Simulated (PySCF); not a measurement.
**Correlation energy of Os (osmium, neutral)**

[Xe] 4f14 5d6 6s2, high-spin 5D determinant. Computed with PySCF 2.14 in cc-pVTZ-PP with ECP60MDF (5s5p4d2f1g, 63 functions), with scalar relativity through the core potential. Frozen: 5s2 5p6; 8 electrons correlated.

MP2 pair energies summed by pair of shells (mhartree):

```
 pair  energy  share (%)
5d-5d  -98.79       53.6
5d-6s  -67.29       36.5
6s-6s  -18.27        9.9
```

Total MP2 correlation energy: -184.34 mhartree.

Same-spin part -79.92 and opposite-spin part -104.42 mhartree; SCS-MP2 scales them by 1/3 and 6/5 to -151.95 mhartree.
